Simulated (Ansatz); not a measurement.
`COC([SiH3])=S` → `COC=S` + `[SiH2]` at 700 K and 1 bar (silylene formation by 1,1-elimination).

Calculated with Ansatz (gas phase, PBE0-D4/def2-TZVP geometries, no zero-point term in ΔE). CCSD(T)/CBS adds triple-zeta CCSD(T) − MP2 to the extrapolated MP2 energy (def2 sets, frozen cores). This one scheme is used for every species. One conformer a species, not always the lowest.

```json
{"species": "`COC([SiH3])=S`", "CCSD(T)/CBS energy (Eh)": "-841.69602", "H − E (kJ/mol)": "275.8", "S (J/(mol·K))": "478.9"}
{"species": "`COC=S`", "CCSD(T)/CBS energy (Eh)": "-551.42124", "H − E (kJ/mol)": "209.7", "S (J/(mol·K))": "384.8"}
{"species": "`[SiH2]`", "CCSD(T)/CBS energy (Eh)": "-290.19011", "H − E (kJ/mol)": "56.3", "S (J/(mol·K))": "240.4"}
```

H − E and S are ideal-gas, rigid-rotor, harmonic terms from PBE0-D4/def2-TZVP, for one conformer and one mirror image of each species. 1 Eh = 2625.50 kJ/mol, R = 8.31446 J/(mol·K).

**Question.** By hand: ΔE, ΔH, ΔS and ΔG.

**Answer.** ΔE = (-551.42124) + (-290.19011) − (-841.69602) = 0.08467 Eh = 222.3 kJ/mol. Δ(H − E) = 209.7 + 56.3 − 275.8 = -9.8, so ΔH = 212.5 kJ/mol. ΔS = 384.8 + 240.4 − 478.9 = 146.3 J/(mol·K). ΔG = 212.5 − 700 × (146.3)/1000 = 110.1 kJ/mol.

**Question.** By hand: the equilibrium constant, and the temperature at which ΔG would vanish if ΔH and ΔS stayed fixed.

**Answer.** log₁₀ K = −ΔG/(RT ln 10) = -8.2. ΔG = 0 at ΔH/ΔS = 1452 K.

The number of gas molecules changes by +1, which sets the sign of ΔS. A doubt of 5 kJ/mol in ΔE shifts log₁₀ K by 0.4 here. Other conformers and mirror images would add mixing entropy, several J/(mol·K) or more a flexible species. Modes under 60 cm⁻¹, often nearly free rotors, make the harmonic entropy too high. These are equilibria of isolated gas molecules and say nothing of rates. Largest T1 diagnostic: 0.017 (customary marks: 0.02 for closed shells, 0.045 for open ones).
